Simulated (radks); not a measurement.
The numbers below are computed, except where a source is named.
Initial-state core-level shifts of neutral caesium when its valence configuration changes from [Xe] 6s1. Code: a radial shooting solver on a logarithmic mesh with Libxc functionals. Model: Dirac Kohn-Sham, PBEsol, spin-unpolarised, spherical densities, finite nucleus; open shells fill j = l - 1/2 first; Fermi nuclear charge, rms radius 4.8041 fm. Shifts are changes of the shell-averaged eigenvalues in eV (positive: less bound); the change of the density at the nucleus, which sets a Mossbauer isomer shift, is in e/bohr^3, on a base of 2.958e+05.

valence          2p      3s      3d      4s  density at nucleus
4f1          -3.512  -3.512  -3.512  -3.505               -7.06
6p1          -1.208  -1.211  -1.211  -1.209               -7.29
5d1          -0.170  -0.169  -0.168  -0.165               -7.85
4f0.5 6s0.5  -1.885  -1.884  -1.884  -1.882               -2.51
5d0.5 6s0.5  -0.027  -0.027  -0.026  -0.024               -4.01
